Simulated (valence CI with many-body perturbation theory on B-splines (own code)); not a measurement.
Results of a calculation; reference values are marked as such.
## Nd XXIX: magnetic and hyperfine properties of the levels

Level of theory: relativistic CI+MBPT: four valence electrons over a frozen Dirac-Fock core [Ar] 3d10, radial functions for each j: 11 s, 11 p, 10 d, 8 f, 5 g, 2 h, with the one-electron correlation potential Σ1, the two-electron term Σ2, the three-electron term Σ3, Breit, model QED; selected CI, second order for the rest, scaled by the run's own slope (own B-spline code, finite nucleus).

No measured spectrum was set against this ion. As an estimate, large intervals hold to a few tenths of a per cent, small ones and those within an open d or f shell to about a per cent. Among the levels kept, up to 340 cm⁻¹ of a level comes from second order outside the variational space, and about a tenth of that is noise between levels of different J, which matters for small intervals.

A/g_I is the dipole constant over the nuclear g factor μ/I (μ in nuclear magnetons, uniformly magnetised nucleus), B/Q the quadrupole constant per barn. Both hold the static response of the core; the bare values leave it out. Large factors of s and p1/2 electrons are usually good to 5 to 10 %; those of open d and f shells near neutrality can be off by tens of per cent, and small factors of p3/2, d and f electrons come from cancelling terms and can be off by a factor of two or in sign, in half-filled shells by more. B is blank for J = 1/2, where it vanishes, and for nearly pure S terms. Energies count from the lowest level. Levels with J = 0 are left out.

Levels are named by their leading jj configuration (3d3/2^4 stands for four electrons in 3d with j = 3/2), which in mixed levels can hold well under half, so a name can repeat and another be missing. Letters in brackets count levels of one name in rising energy.

```tsv
Level	E (cm⁻¹)	g	A/g_I (MHz)	A/g_I bare	B/Q (MHz/b)	B/Q bare
(4s^2 4p1/2 4p3/2) J=1	219770	1.499	-11000	-10800	23100	22100
(4s^2 4p1/2 4p3/2) J=2	244210	1.201	58300	55900	34400	32900
(4s^2 4p3/2^2) J=2	482460	1.294	25000	23900	11600	11100
(4s 4p1/2^2 4p3/2) J=2	721750	1.678	145000	139000	31800	30500
(4s 4p1/2^2 4p3/2) J=1	807300	0.956	-89700	-85900	36400	34900
(4s 4p1/2 4p3/2^2) J=2 [a]	926310	1.493	102000	97600	27400	26200
(4s 4p1/2 4p3/2^2) J=3	973150	1.329	126000	121000	-3630	-3440
(4s 4p1/2 4p3/2^2) J=2 [b]	1030800	1.002	21700	20900	-17400	-16600
(4s 4p1/2 4p3/2^2) J=1 [a]	1046200	1.272	86800	83300	-39500	-37800
(4s 4p1/2 4p3/2^2) J=1 [b]	1088600	1.448	101000	96600	9760	9350
(4s^2 4p1/2 4d3/2) J=2	1106800	0.857	30700	29600	10100	9710
(4s^2 4p1/2 4d5/2) J=3	1177200	1.108	32800	31800	15400	14800
(4s^2 4p1/2 4d3/2) J=1	1186000	0.842	-35200	-33400	6130	5910
(4s^2 4p1/2 4d5/2) J=2	1194200	1.287	-3240	-2790	4520	4400
(4s 4p3/2^3) J=2	1244800	1.347	122000	117000	-33500	-32100
(4s 4p3/2^3) J=1	1330700	1.246	-60400	-57900	-8470	-8100
(4s^2 4p3/2 4d5/2) J=4	1372700	1.248	11900	11500	55900	53600
(4s^2 4p3/2 4d3/2) J=2	1379200	1.026	12600	12100	-5200	-4960
(4s^2 4p3/2 4d3/2) J=3	1397700	1.189	19300	18700	23400	22500
(4s^2 4p3/2 4d3/2) J=1	1416500	1.256	-12800	-12000	-21400	-20500
(4s^2 4p3/2 4d5/2) J=2	1446600	1.294	30100	29200	-32300	-30900
(4s^2 4p3/2 4d5/2) J=3	1491300	1.115	14000	13500	21600	20800
(4s^2 4p3/2 4d5/2) J=1	1517600	0.965	-9030	-8230	6440	6220
(4p1/2^2 4p3/2^2) J=2	1550600	1.319	52400	50500	-1770	-1650
(4s 4p1/2^2 4d3/2) J=1	1573600	0.331	-108000	-103000	3440	3330
(4s 4p1/2^2 4d3/2) J=2	1601900	1.189	54900	53000	9370	9000
(4s 4p1/2^2 4d5/2) J=3	1651600	1.376	80800	77900	11500	11100
(4s 4p1/2^2 4d5/2) J=2	1732800	0.915	-31900	-30300	11100	10700
(4s 4p1/2 4p3/2 4d3/2) J=1 [a]	1753200	1.276	63200	60800	-21000	-20100
(4s 4p1/2 4p3/2 4d3/2) J=2 [a]	1763600	1.186	74900	72000	-24900	-23800
(4s 4p1/2 4p3/2 4d3/2) J=3 [a]	1774400	1.205	76800	73900	-5870	-5580
(4p1/2 4p3/2^3) J=1	1795400	1.450	-10100	-9190	-20800	-19900
(4s 4p1/2 4p3/2 4d5/2) J=4 [a]	1796200	1.323	65900	63500	29000	27900
(4p1/2 4p3/2^3) J=2	1798600	1.151	35900	34700	-39200	-37500
```

Question: Take the isotope of mass number 143, with I = 7/2, μ = -1.065 μN and Q = -0.61 b. What is the hyperfine structure of (4s^2 4p3/2^2) J=2?

Answer: From the table A = -7620 MHz, B = -7050 MHz. Shifts from the centre of gravity in MHz: F = 3/2: 64800, F = 5/2: 48900, F = 7/2: 24900, F = 9/2: -9040, F = 11/2: -55100.
